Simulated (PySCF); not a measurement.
F₄H₂SSi₂, SMILES F[SiH2]S[Si](F)(F)F.

Geometry optimised at B3LYP-D3(BJ)/def2-SVP. This is a generated structure with no PubChem entry under its InChIKey; it may be hypothetical. The values are those of a single conformer.

Two levels are set side by side: PBE/def2-TZVP (PySCF) and M06-2X/def2-TZVP (PySCF). Same geometry, gas phase. Differences are taken from unrounded values.

```json
[
 {"quantity": "orbital gap (eV)", "M06-2X": "10.17"},
 {"quantity": "highest occupied level (eV)", "M06-2X": "-9.97"},
 {"quantity": "lowest empty level (eV)", "M06-2X": "0.20"},
 {"quantity": "dipole moment (D)", "M06-2X": "2.48"},
 {"quantity": "mean polarisability (bohr³)", "M06-2X": "61.7"}
]
```

Q: What does PBE give, and how far is it from M06-2X? (Estimate from the structure and the level; the computed values follow.)

A: 
```csv
quantity,PBE,PBE minus M06-2X
orbital gap (eV),6.00,-4.17
highest occupied level (eV),-7.48,2.49
lowest empty level (eV),-1.48,-1.68
dipole moment (D),2.14,-0.34
mean polarisability (bohr³),65.9,4.2
```

Without exact exchange PBE keeps part of each electron's self-repulsion, which lifts occupied levels and narrows the gap. Loosely held outer electrons make PBE densities more polarisable. Differences between two approximate levels are no errors against the true value.

Rough cost on one machine, each run with all the roots and properties that it gave: M06-2X against PBE about 3 times.
